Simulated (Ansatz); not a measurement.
Z-matrix (Å, degrees):
```
Bi
H 1 1.7866
H 1 1.7866 2 90.33
H 1 1.7866 2 90.33 3 90.33
```
Charge +1, spin multiplicity 2.

The numbers are results of Ansatz (a quantum-chemistry and plane-wave program) with frozen-core CCSD(T)/def2-TZVPP // PBE0-D3(BJ)/def2-TZVP, not measurements. The geometry is that of the parent before the electron was removed.

| Quantity | Value |
|---|---|
| HF energy | -214.92486 Ha |
| MP2 correlation energy | -0.42323 Ha |

### Question
Estimate the CCSD correlation energy, the (T) correction, the total energy and the T1 diagnostic.

### Answer

```yaml
CCSD correlation energy: -0.41920 Ha
"(T) correction": -0.00972 Ha
CCSD(T) total energy: -215.35379 Ha
T1 diagnostic: 0.017
```
